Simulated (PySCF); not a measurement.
PySCF 2.14 output of an unrestricted revPBE calculation on a single atom or ion in aug-cc-pV(T+d)Z with one added diffuse shell each of s, p, d, f type (7s6p5d3f, 71 functions), with the non-relativistic Hamiltonian (point nucleus):

```
SCF conv_tol = 1e-09
number electrons alpha = 9  beta = 5
    Y. Zhang and W. Yang.,  Phys. Rev. Lett. 80, 890 (1998)
    J. P. Perdew, K. Burke, and M. Ernzerhof.,  Phys. Rev. Lett. 77, 3865 (1996)
    J. P. Perdew, K. Burke, and M. Ernzerhof.,  Phys. Rev. Lett. 78, 1396 (1997)
cycle= 1 E= -289.167573002956  delta_E= -0.00368  |g|= 0.0309  |ddm|= 0.198
cycle= 2 E= -289.167682405924  delta_E= -0.000109  |g|= 0.0133  |ddm|= 0.0401
cycle= 3 E= -289.167707030436  delta_E= -2.46e-05  |g|= 0.000592  |ddm|= 0.0103
cycle= 4 E= -289.167707295098  delta_E= -2.65e-07  |g|= 8.19e-05  |ddm|= 0.00308
cycle= 5 E= -289.167707300497  delta_E= -5.4e-09  |g|= 4.12e-07  |ddm|= 0.000419
cycle= 6 E= -289.167707300497  delta_E= 3.41e-13  |g|= 2.06e-09  |ddm|= 1.64e-06
converged SCF energy = -289.167707300497  <S^2> = 6.0000079  2S+1 = 5.0000031
```

The run itself started from symmetry-adapted Hartree-Fock orbitals and held the occupation by maximum overlap, on a logarithmic radial grid, so the iterations belong to that start.

Which element, charge and spin multiplicity is this?

Si (silicon, neutral), multiplicity 5; the state was [Ne] 3s1 3p3, high-spin 5S determinant (an excited configuration).
